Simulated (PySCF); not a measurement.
C₅H₄ClF₂O (doublet state).
Cartesian coordinates in Å at the GFN2-xTB level; atoms count from 1:
```xyz
13
C5H4ClF2O angstrom
O      0.2543    2.7126   -1.1807
C      0.3120    1.6231   -0.7838
C      0.3597    0.4165   -0.2964
C      0.8804   -0.7529   -1.0576
Cl     2.4958   -1.2489   -0.4123
C     -0.1383    0.1595    1.1330
C     -1.5381   -0.3133    1.0845
F     -1.7971   -1.4831    0.4832
F     -2.4933    0.5653    0.7583
H      1.0253   -0.5210   -2.1110
H      0.2347   -1.6232   -0.9448
H      0.4960   -0.6048    1.5824
H     -0.0958    1.0706    1.7276
```

The hyperfine couplings belong to this conformer and change with its torsions.

As a line formula: `C(=O)=C(CCl)C[C](F)F` [radical].

Level of theory: UKS B3LYP, pcH-1 on C Cl F H O, non-relativistic, mean-field spin-orbit, GIAO in PySCF. Geometry: GFN2-xTB, one conformer, isolated molecule. Couplings are sensitive to structure, and on GFN2-xTB geometries they can be far from those on DFT ones. No stability test was run, so a lower SCF solution isn't excluded.

**Question.** Give the principal g shifts and their parts.

**Answer.** 
| Δg (ppm) | 1 | 2 | 3 |
| --- | --- | --- | --- |
| relativistic mass correction | -250 | -250 | -250 |
| gauge correction | 15 | -16 | -6 |
| orbital Zeeman/spin–orbit | -234 | 2445 | 2795 |
| total | -469 | 2179 | 2539 |

So g = 2.00185, 2.00450, 2.00486 and g_iso = 2.00374; the tensor is close to axial: the two nearest values differ by 12 % of g3 − g1. 

**Question.** How much does each term add to the isotropic shift?

**Answer.** The orbital-Zeeman/spin–orbit term 1669, the mass correction -250 and the gauge correction -3 ppm, for a total of 1416 ppm. The orbital-Zeeman/spin–orbit term is the largest in size. The mass correction is the same along every axis, so the anisotropy comes from the other two: their spans along these axes are 31 (gauge) and 3029 ppm (orbital Zeeman/spin–orbit).

**Question.** At 93.608 GHz, how far is the centre of the isotropic spectrum from where a free electron (g = 2.002319) resonates?

**Answer.** B = hν/(g μB) with μB/h = 13.99624 MHz/mT gives 3340.17 mT for the free electron and 3337.81 mT at g_iso, 2.36 mT lower.

**Question.** What are the electron Larmor frequencies g μB B/h along the three axes at 1200 mT?

**Answer.** 33.6221, 33.6665, 33.6726 GHz for g1, g2 and g3, a range of 50.5 MHz.

**Question.** In a frozen sample, at which fields do the three g values resonate at 9.5, 34, 94 and 263 GHz (hyperfine left aside), and which band first spreads them over more than twice a line width of 1.0 mT?

**Answer.** 
```csv
band,GHz,B(g3) mT,B(g2) mT,B(g1) mT,spread mT
X,9.5,338.55,338.62,339.06,0.51
Q,34.0,1211.67,1211.89,1213.49,1.82
W,94.0,3349.91,3350.51,3354.94,5.03
J,263.0,9372.61,9374.29,9386.69,14.08
```

The spread grows in proportion to the frequency. W band is the first where it exceeds 2.0 mT.

The largest Mulliken spin population is on C7 (+0.83). The angles at C7 add up to 345.8°, so it is pyramidal.

The HOMO–LUMO gaps are 4.30 eV among the α and 4.73 eV among the β orbitals.
